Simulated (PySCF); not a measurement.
C6H7OPSi.
Numbering: `[O:1]=[CH:2][c:3]1[cH:4][p:5][cH:6][c:7]([SiH3:8])[cH:9]1`

Geometry (GFN2-xTB, Å), atoms numbered from 1 in this order:
```xyz
16
C6H7OPSi angstrom
O     -2.5531   -2.0145   -0.7518
C     -2.6252   -0.8905   -0.3267
C     -1.4760   -0.0258   -0.0083
C     -1.7135    1.2544    0.4740
P     -0.4887    2.4014    0.8971
C      0.9292    1.4639    0.5363
C      0.9739    0.1674    0.0492
Si     2.6376   -0.6905   -0.2602
C     -0.1950   -0.5374   -0.2089
H     -3.6082   -0.4121   -0.1383
H     -2.7446    1.5658    0.5978
H      1.8725    1.9662    0.7177
H      2.6022   -1.2868   -1.5949
H      3.6971    0.3149   -0.1685
H      2.8153   -1.7202    0.7649
H     -0.1311   -1.5472   -0.5907
```

NICS is the negative of the GIAO shielding at a point without a nucleus: at the ring centre (0) and 1 Å above and below it (1); zz is the component along the ring normal. Level: GIAO PBE0/pcSseg-1 (PySCF, non-relativistic, gas phase) on the GFN2-xTB geometry, one conformer.

Ring bond lengths (Å), with Mayer bond orders in brackets: C3–C4 1.388 (1.40), C4–P5 1.731 (1.32), P5–C6 1.738 (1.31), C6–C7 1.386 (1.43), C7–C9 1.389 (1.42), C9–C3 1.394 (1.36).

Q: Give the NICS values of each ring in ppm.

A: 
```tsv
ring	type	NICS(0)	NICS(1), two faces	NICS(1)zz, two faces	rms pucker (Å)	centre to ring atoms, mean (Å)
C3–C4–P5–C6–C7–C9	6-membered ring with P; formal bonds all aromatic	-6.6	-10.5 / -10.5	-25.7 / -25.8	0.00	1.50
```

Q: What can be read from them?

A: 
- C3–C4–P5–C6–C7–C9: mean NICS(1)zz -25.8 ppm, shielded.

Q: And the bond-length index? HOMA = 1 − mean of α(R − Ropt)² over the ring bonds, with Krygowski's 1993 parameters (CC: Ropt 1.388 Å, α 257.7 Å⁻²; CP: Ropt 1.698 Å, α 118.91 Å⁻²).

A: 
- C3–C4–P5–C6–C7–C9: HOMA 0.95; the largest term is that of P5–C6, α(R − Ropt)² = 0.19.

Q: How shielded are the nuclei of the rings and their hydrogens (means over atoms taken as equivalent)?

A: 
| atoms | environment | σ isotropic (ppm) |
| --- | --- | --- |
| C3 | substituted aromatic carbon | 46.9 |
| C4 | aromatic CH carbon | 14.6 |
| P5 | phosphorus bonded to 2 C | 87.1 |
| C6 | aromatic CH carbon | 7.3 |
| C7 | substituted aromatic carbon | 42.7 |
| C9 | aromatic CH carbon | 46.1 |
| H11 | aromatic hydrogen | 22.15 |
| H12 | aromatic hydrogen | 21.96 |
| H16 | aromatic hydrogen | 22.88 |
